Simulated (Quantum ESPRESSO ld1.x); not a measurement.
Input (ld1.x (Quantum ESPRESSO 7.5)):

```
 &input
    zed=67.0,
    iswitch=1,
    rel=1,
    lsd=1,
    dft='PW',
    config='[Kr] 4d10 4f9 5s2 5p3 6s0 5d0',
    verbosity='high',
    prefix='ld1',
    max_out_wfc=37,
    file_charge='ld1.rho',
 /
```

Command: `OMP_NUM_THREADS=1 ld1.x < ld1.in > ld1.out`

It prints (banner and zero overlaps left out):

```
     Program LD1 v.7.5 starts

     --------------------------- All-electron run ----------------------------

     scalar relativistic calculation

     atomic number is 67.00
     dft =PW   lsd =1 sic =0 latt =0  beta=0.20 tr2=1.0E-14
     Exchange-correlation= PW
                           (   1   4   0   0   0   0   0)
     mesh =2103 r(mesh) = 100.61561 a.u. xmin = -8.00 dx = 0.00800
     1 Ry =  13.60569312 eV, c = 137.03599908

     n l     nl                  e(Ry)          e(Ha)          e(eV)
     1 0     1S 1( 1.00)   -4083.670137772   -2041.835068886 -55561.1627101
     2 0     2S 1( 1.00)    -689.897849361    -344.948924681  -9386.5384246
     2 1     2P 1( 3.00)    -612.352926700    -306.176463350  -8331.4860036
     3 0     3S 1( 1.00)    -160.451961741     -80.225980870  -2183.0601524
     3 1     3P 1( 3.00)    -136.757260153     -68.378630077  -1860.6773140
     4 0     4S 1( 1.00)     -38.247132253     -19.123566127   -520.3787443
     4 1     4P 1( 3.00)     -30.420058719     -15.210029360   -413.8859837
     3 2     3D 1( 5.00)    -106.615721923     -53.307860961  -1450.5807946
     4 2     4D 1( 5.00)     -19.838919767      -9.919459883   -269.9222542
     4 3     4F 1( 7.00)      -8.183637540      -4.091818770   -111.3440610
     5 0     5S 1( 1.00)     -10.981309991      -5.490654995   -149.4083338
     5 1     5P 1( 3.00)      -8.836609875      -4.418304937   -120.2282022
     6 0     6S 1( 0.00)      -4.870158845      -2.435079423    -66.2618867
     5 2     5D 1( 0.00)      -6.029561078      -3.014780539    -82.0363577
     1 0     1S 2( 1.00)   -4083.647057593   -2041.823528797 -55560.8486882
     2 0     2S 2( 1.00)    -689.876509084    -344.938254542  -9386.2480754
     2 1     2P 2( 3.00)    -612.328259023    -306.164129511  -8331.1503828
     3 0     3S 2( 1.00)    -160.257630478     -80.128815239  -2180.4161409
     3 1     3P 2( 3.00)    -136.562320796     -68.281160398  -1858.0250289
     4 0     4S 2( 1.00)     -37.856229897     -18.928114949   -515.0602468
     4 1     4P 2( 3.00)     -30.032268175     -15.016134087   -408.6098246
     3 2     3D 2( 5.00)    -106.460370605     -53.230185302  -1448.4671322
     4 2     4D 2( 5.00)     -19.450044284      -9.725022142   -264.6313338
     4 3     4F 2( 2.00)      -7.779060000      -3.889530000   -105.8395032
     5 0     5S 2( 1.00)     -10.575772321      -5.287886161   -143.8907127
     5 1     5P 2( 0.00)      -8.455469394      -4.227734697   -115.0425218
     6 0     6S 2( 0.00)      -4.730486891      -2.365243445    -64.3615530
     5 2     5D 2( 0.00)      -5.720514217      -2.860257109    -77.8315609

     final scf error:  6.0E-15 reached in  31 iterations

     Etot =  -25189.951635 Ry,  -12594.975817 Ha, -342726.751729 eV
     Total magnetization:    8.00 Bohr mag.

     Ekin =   27241.788277 Ry,   13620.894139 Ha,  370643.411425 eV
     Encl =  -61271.714912 Ry,  -30635.857456 Ha, -833644.150216 eV
     Eh   =    9357.277898 Ry,    4678.638949 Ha,  127312.251543 eV
     Exc  =    -517.302898 Ry,    -258.651449 Ha,   -7038.264481 eV
```

Run on one thread of a shared host, so times are rough (Intel(R) Xeon(R) Processor @ 2.60GHz): 0.84 s of CPU time, 1.3 s wall, 31 iterations on 2103 mesh points.
